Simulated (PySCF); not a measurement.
# Rb⁺ (rubidium, charge +1): UHF calculation

Configuration: [Kr], closed-shell 1S. All numbers are calculated (PySCF 2.14, scalar relativity by spin-free X2C-1e, in cc-pVDZ-X2C).

```
Total energy                        : -2979.003090 hartree
One-electron energy                 : -4124.1481 hartree
Hartree (Coulomb) energy            : 1244.8020 hartree
Exchange energy                     : -99.6570 hartree
⟨S²⟩                                : 0.0000
⟨L²⟩                                : 0.000
Sum of ⟨r⟩                          : 23.98 bohr
Sum of ⟨r²⟩                         : 31.50 bohr²
Langevin diamagnetic susceptibility : -25.0 ×10⁻⁶ cm³/mol
Time after the integrals            : 0.05 s of wall time on 1 thread of Neoverse-V2 (shared host)
```

```
shell  electrons  mean orbital energy (eV)  rms radius, mean of both spins (bohr)
   1s          2                  -15292.7                                 0.0464
   2s          2                   -2113.7                                  0.192
   2p          6                   -1869.2                                  0.171
   3s          2                   -347.32                                  0.543
   3p          6                   -266.33                                  0.557
   3d         10                   -131.96                                  0.577
   4s          2                   -48.140                                   1.57
   4p          6                   -27.517                                   1.85
```

Densities and radii are taken from the X2C orbitals without a picture-change correction, which distorts them close to the nucleus.
